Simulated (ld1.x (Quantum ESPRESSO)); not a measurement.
magnesium: one change to a TM potential, before and after

| Property | Result |
| --- | --- |
| Element | Mg |
| Generator | ld1.x (Quantum ESPRESSO) 7.5 |
| Type | norm-conserving Troullier–Martins (Kleinman–Bylander form) |
| Functional | BP86 |
| Relativity | non-relativistic |
| Frozen core | [He] |
| Valence charge | 10 |
| Reference configuration | 2s2 2p6 3s1.75 3p0 (charge +0.25) |
| Partial waves | 2p (bound): rc 0.55 bohr; 2s (bound): rc 0.80 bohr |
| Local potential | the s channel |
| Core correction | none |

Occupied shells without a wave of their own: 3s. They enter only through the test configuration that unscreens the potential.

All-electron outer shells of the reference configuration (BP86, non-relativistic, ld1.x):

```json
{"shell": "2s", "level (eV)": "-81.74", "outermost node (bohr)": "0.18", "outermost maximum (bohr)": "0.55"}
{"shell": "2p", "level (eV)": "-48.85", "outermost node (bohr)": "–", "outermost maximum (bohr)": "0.48"}
{"shell": "3s", "level (eV)": "-6.39", "outermost node (bohr)": "0.90", "outermost maximum (bohr)": "2.50"}
{"shell": "3p", "level (eV)": "-2.73", "outermost node (bohr)": "0.95", "outermost maximum (bohr)": "3.29"}
```

Change: all radii scaled by about 1.13 (s 0.90, p 0.62 bohr).

Cutoffs: the cutoffs (Ry, on a coarse ladder) from which the occupation-weighted sum of valence levels, in a spherical-Bessel basis at the reference potential, stays within 10 and 1 mRy of its value at 400 Ry; they do not see the model core or the augmentation charge, which bear on the density cutoff. Errors are all-electron minus pseudo energies relative to the spin-unpolarised reference configuration.

Q: What does the change do?

A: Of the 7 tests that both files solve, the error grows in 7 and shrinks in 0 by more than 15 % and 0.3 meV (median size 68.4 → 101.2 meV); neither file shows a bound ghost. More of the atom is replaced by a form fitted at one configuration, so other configurations suffer.

| quantity | base | changed |
| --- | --- | --- |
| cutoff, loose | over 300 Ry | over 300 Ry |
| cutoff, tight | over 300 Ry | over 300 Ry |
| loose cutoff by channel (10 mRy a level) | p over 300 Ry, s 110 Ry | p 260 Ry, s 80 Ry |
| bound ghosts | none | none |
| largest miss of a reference level, eV | 0.05 | 0.08 |
| error for 2s2 2p6 3s2 3p0, meV [ΔE -1.40 eV] | +11 | +19 |
| error for 2s2 2p6 3s1 3p0, meV [ΔE 6.67 eV] | -45 | -81 |
| error for 2s2 2p6 3s0 3p0, meV [ΔE 21.56 eV] | -144 | -258 |
| error for 2s2 2p6 3s1 3p1, meV [ΔE 2.09 eV] | -29 | -51 |
| error for 2s2 2p6 3s0 3p2, meV [ΔE 5.76 eV] | -76 | -133 |
| error for 2s1 2p6 3s2 3p0, meV [ΔE 89.90 eV] | +68 | +101 |
| error for 2s2 2p5 3s2 3p0, meV [ΔE 57.32 eV] | +104 | +179 |

Changed file: The 3s level has no wave, so the channel is fitted at the deeper level alone: the likely source of the large errors.
